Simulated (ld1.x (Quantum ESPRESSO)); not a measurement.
**PBE TM dataset for Fe (Z = 26), scalar-relativistic all-electron reference.**

Fe, norm-conserving Troullier–Martins (Kleinman–Bylander form), made with ld1.x (Quantum ESPRESSO) 7.5 (PBE, scalar-relativistic). Core [Ar], reference 3d6 4s2 4p0. Waves: 4s (bound): rc 2.05 bohr; 4p (bound, empty): rc 3.05 bohr; 3d (bound): rc 1.70 bohr. Local part: all-electron potential smoothed inside 2.90 bohr (lloc = -1). Core correction: none.

Poles of the logarithmic derivatives, all-electron (AE) and pseudo (PS). s: poles at 0.3, 4.9 (AE) and 0.3, 3.7 (PS) Ry. p: poles at 1.0 (AE) and 1.0, 4.4 (PS) Ry. d: poles at -0.5, 2.3 (AE) and -0.5, 2.7 (PS) Ry. Test radius 3.31 bohr.

- Cutoffs needed: 90 Ry and 140 Ry (the cutoffs (Ry, on a coarse ladder) from which the occupation-weighted sum of valence levels, in a spherical-Bessel basis at the reference potential, stays within 10 and 1 mRy of its value at 400 Ry)
- Ghost test: no extra level below or beside the all-electron valence levels (s, p, d, f tested) (spherical-Bessel basis up to 400 Ry, 20 bohr box)
- Largest excitation error: -619 meV (all-electron minus pseudo) for 3d4 4s0 4p0, out of 7 test configurations
